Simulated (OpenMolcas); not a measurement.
## OpenMolcas run: neutral oxygen

Input:

```
&GATEWAY
Coord
1

O 0.0 0.0 0.0
Basis=ANO-R3
Group=XYZ
NoMove
AngMom=0.0 0.0 0.0
AMFI
&SEWARD
&RASSCF
FileOrb=start.orb
Symmetry=1
Spin=3
nActEl=6 0 0
Inactive=1 0
Ras2=1 3
CIRoot=3 3 1
SDav=3
CIMx=300
Iter=120 100
PrWF=0.3
OrbListing=Nothing
MaxOrb=0
Atom
>>> COPY $Project.JobIph JOBPRE
&RASSCF
FileOrb=start.orb
Symmetry=1
Spin=3
nActEl=6 0 2
Inactive=1 0
Ras2=1 3
Ras3=5 0
CIRoot=3 3 1
SDav=333
CIMx=300
Iter=120 100
PrWF=0.3
OrbListing=Nothing
MaxOrb=0
Thrs=2.0e-7 1.0e-1 5.0e-4
Atom
>>> COPY $Project.JobIph JOB001
&RASSCF
FileOrb=start.orb
Symmetry=1
Spin=1
nActEl=6 0 2
Inactive=1 0
Ras2=1 3
Ras3=5 0
CIRoot=6 6 1
SDav=292
CIMx=300
Iter=120 100
PrWF=0.3
OrbListing=Nothing
MaxOrb=0
Thrs=2.0e-7 1.0e-1 5.0e-4
Atom
>>> COPY $Project.JobIph JOB002
&RASSI
NrOfJobIphs=2 3 6
1 2 3
1 2 3 4 5 6
IphNames
JOB001
JOB002
EJob
SpinOrbit
DIPRint=1.0
SOCoupling=1000.0
Subsets=2
MEES
Property=10
'ANGMOM' 1 'ANGMOM' 2 'ANGMOM' 3 'MLTPL  1' 1 'MLTPL  1' 2 'MLTPL  1' 3
'AMFI' 1 'AMFI' 2 'AMFI' 3 'MLTPL  2' 6
SOProperty=3
'ANGMOM' 1 'ANGMOM' 2 'ANGMOM' 3
```

Launched by
```bash
OMP_NUM_THREADS=1 MOLCAS_MEM=2252 MOLCAS_PROJECT=a pymolcas a.inp > a.log  # once for each step of the input, in one work folder
```

A driver script runs the steps one by one and writes start.orb anew before each from the orbitals found so far.

Output, cut to the results:

```
--- SEWARD ---
Basis set label: O.ANO-R...4S4P2D1F.

      Electronic valence basis set:
      ------------------
      Associated Effective Charge   8.000000 au
      Associated Actual Charge      8.000000 au
      Nuclear Model: Finite nucleus - Gaussian distribution
        Gaussian exponent, Xi/bohr**(-2):  5.86314E+08

      Shell  nPrim  nBasis  Cartesian Spherical Contaminant
         s      13       4        X
         p       8       4        X
         d       4       2                 X
         f       3       1                 X
                  Relativistic X2C integrals
                  Atomic mean-field integrals
--- RASSCF ---
Wave function specifications:
      -----------------------------

      Number of closed shell electrons           2
      Number of electrons in active shells       6
      Max number of holes in RAS1 space          0
      Max nr of electrons in RAS3 space          2
      Number of inactive orbitals                1
      Number of active orbitals                  9
      Number of secondary orbitals              23
      Spin quantum number                      1.0
      State symmetry                             1
Orbital specifications:
      -----------------------

      Symmetry species                           1   2
                                                ag  au
      Frozen orbitals                            0   0
      Inactive orbitals                          1   0
      Active orbitals                            6   3
      RAS1 orbitals                              0   0
      RAS2 orbitals                              1   3
      RAS3 orbitals                              5   0
      Secondary orbitals                         7  16
      Deleted orbitals                           0   0
      Number of basis functions                 14  19
      Number of CSFs                           333
      Number of root(s) required                 3
      Iter CI   SX   CI       RASSCF       Energy    max ROT     max BLB   max BLB  Level Ln srch  Step   QN
          iter iter root      energy       change     param      element    value   shift minimum  type update
 Nr of preliminary CI iterations:   1
        1   1    2    0   -74.93063684    0.00E+00  -1.50E-08    2   9 1 -1.06E-07   0.00   0.00    SX    NO
        2   1    1    0   -74.93063684   -7.11E-14   0.00E+00    2   9 1 -3.85E-08   0.00   0.00    SX    NO
        3   1    1    0   -74.93063684    4.26E-14   0.00E+00    2   9 1 -3.85E-08   0.00   0.00    SX    NO
        4   1    1    0   -74.93063684   -9.95E-14   0.00E+00    2   9 1 -3.85E-08   0.00   0.00    SX    NO
      Convergence after  4 iterations
        5   1    1    0   -74.93063684    1.42E-14   0.00E+00    2   9 1 -3.85E-08   0.00   0.00    SX    NO
      Natural orbitals and occupation numbers for root  1
      sym 1:   1.988158   0.004283   0.004967   0.004796   0.004796   0.004283
      sym 2:   0.999557   0.999557   1.989603
      Natural orbitals and occupation numbers for root  2
      sym 1:   1.988158   0.004796   0.004283   0.004283   0.004796   0.004967
      sym 2:   0.999557   1.989603   0.999557
      Natural orbitals and occupation numbers for root  3
      sym 1:   1.988158   0.004796   0.004967   0.004796   0.004283   0.004283
      sym 2:   1.989603   0.999557   0.999557
::    RASSCF root number  1 Total energy:    -74.93063684
::    RASSCF root number  2 Total energy:    -74.93063684
::    RASSCF root number  3 Total energy:    -74.93063684
--- RASSCF ---
Wave function specifications:
      -----------------------------

      Number of closed shell electrons           2
      Number of electrons in active shells       6
      Max number of holes in RAS1 space          0
      Max nr of electrons in RAS3 space          2
      Number of inactive orbitals                1
      Number of active orbitals                  9
      Number of secondary orbitals              23
      Spin quantum number                      0.0
      State symmetry                             1
Orbital specifications:
      -----------------------

      Symmetry species                           1   2
                                                ag  au
      Frozen orbitals                            0   0
      Inactive orbitals                          1   0
      Active orbitals                            6   3
      RAS1 orbitals                              0   0
      RAS2 orbitals                              1   3
...
--- RASSI ---
SPIN-FREE ENERGIES:
  (Shifted by EMIN (a.u.) =        -74.9306368425)

 SF State       Relative EMIN(au)   Rel lowest level(eV)    D:o, cm**(-1)      L_eff

     1             0.0000000000        0.0000000000              0.0000         1.0
     2             0.0000000000        0.0000000000              0.0000         1.0
     3             0.0000000000        0.0000000000              0.0000         1.0
     4             0.0780202949        2.1230403800          17123.4755         2.0
     5             0.0780202949        2.1230403800          17123.4755         2.0
     6             0.0780202949        2.1230403800          17123.4755         2.0
     7             0.0780202949        2.1230403800          17123.4755         2.0
     8             0.0780202949        2.1230403800          17123.4755         2.0
     9             0.1649130272        4.4875120789          36194.2258         0.0
     Dipole printing threshold changed to   1.00000000E+00
Eigenvalues of complex Hamiltonian:
   -----------------------------------
  (Shifted by EMIN (a.u.) =        -74.9306368425)

 SO State       Relative EMIN(au)   Rel lowest level(eV)    D:o, cm**(-1)     J-value

     1            -0.0003362301        0.0000000000              0.0000         1.3
     2            -0.0003362301        0.0000000000              0.0000         1.7
     3            -0.0003362301        0.0000000000              0.0000         1.5
     4            -0.0003362301        0.0000000000              0.0000         1.8
     5            -0.0003362301        0.0000000000              0.0000         1.5
     6             0.0003334277        0.0182223177            146.9729         0.8
     7             0.0003334277        0.0182223177            146.9729         0.7
     8             0.0003334277        0.0182223177            146.9729         0.8
     9             0.0006617205        0.0271556204            219.0248        -0.0
...
```

The J values that RASSI prints are effective ones from its own formula and need not be integers or half-integers; the table below assigns J from the states.

Levels above the lowest, from the spin-orbit matrix, grouped by J:

```
Configuration  Term  J  E (cm⁻¹)  Measured (cm⁻¹)      g  Term weight %
      2s² 2p⁴    ³P  2       0.0              0.0  1.501            100
      2s² 2p⁴    ³P  1       147              158  1.501            100
      2s² 2p⁴    ³P  0       219              227                   100
      2s² 2p⁴    ¹D  2     17198            15868  1.000            100
      2s² 2p⁴    ¹S  0     36269            33793                   100
```

Against the 4 measured excited levels shown (NIST Handbook of Basic Atomic Spectroscopic Data) the mean absolute deviation is 960 cm-1; the largest miss in energy is 2s² 2p⁴ ¹S₀: computed 36269, measured 33793 cm⁻¹ (+7.3 %).

Without dynamic correlation excited terms often stand tens of per cent too high (terms of higher spin than the ground term too low), and those without a measured partner can miss by more than the paired ones. Active for correlation alone: 3d; no level in the range computed is led by a configuration that fills it, so any true level of that kind is missing. Measured partners are found by configuration, term and J. A level has none where our copy of the source lacks it or the pairing is in doubt (some pairs that miss far off the trend of their configuration count as doubtful), and it then counts in no deviation. Only configurations of the active space appear. The first state left out of the spin-orbit step lies near 130000 cm-1 above the lowest spin-free state of the reference (among the parities and spins computed), and the list stops at four fifths of that energy or lower.

The RASSCF and RASSI steps took 37 s on 1 thread of Arm Neoverse N1, on a shared host; the integral step is not counted.

The term weight is that of the spin-free term in the level, not the purity of its configuration.
